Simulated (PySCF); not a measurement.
# Working out the ionisation energy of Co

Co [Ar] 3d7 4s2 (4F) → Co⁺ [Ar] 3d8 (3F). Computed with PySCF 2.14 in aug-cc-pVTZ, with the non-relativistic Hamiltonian (point nucleus). Frozen: [Ar]. Energies in hartree (1 hartree = 27.21139 eV):

```csv
part,Co (lower),Co⁺ (upper)
UHF,-1381.425268,-1381.136816
CCSD correlation,-0.257516,-0.266609
(T),-0.009721,-0.010093
```

What does Hartree-Fock give?

(-1381.136816) − (-1381.425268) = 0.288452 hartree = 7.849 eV.

What do CCSD and CCSD(T) give?

The CCSD correlation energies differ by -0.009093 hartree = -0.247 eV and the triples by -0.000372 hartree = -0.010 eV, so CCSD gives 7.602 eV and CCSD(T) 7.592 eV.

Measured between the centres of the two terms (NIST): 7.869 eV, so CCSD(T) (valence) is off by -0.277 eV.

The calculation is non-relativistic.

What remains against the reference includes basis incompleteness, the frozen core and higher excitations.
